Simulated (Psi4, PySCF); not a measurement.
Here is a job for Psi4.
```
memory 2 GB

molecule mol {
-1 2
  Si    0.001929    0.007227    1.067714
  Cl    1.178613    1.407333   -0.451322
  Cl   -1.180201   -1.413285   -0.427971
}

set basis 6-31g**
set reference uhf
set freeze_core true
set mp2_type conv
set scf_type pk
set puream true
set d_convergence 1e-8

energy('mp2')
print_variables()
```

Q: Write the same job for PySCF.

A: This is not unique; one that fits is 
```python
from pyscf import gto, scf, mp

mol = gto.M(
    atom='''
Si    0.001929    0.007227    1.067714
Cl    1.178613    1.407333   -0.451322
Cl   -1.180201   -1.413285   -0.427971
''',
    basis='6-31g**',
    charge=-1,
    spin=1,
    verbose=3,
)

mf = scf.UHF(mol)
mf.kernel()

pt = mp.MP2(mf, frozen=15)
pt.kernel()
print('E(MP2) = %.10f' % pt.e_tot)
```

Both were run: Psi4 gave -1208.284258 Eh and PySCF -1208.284258 Eh, 0.000 mEh apart.
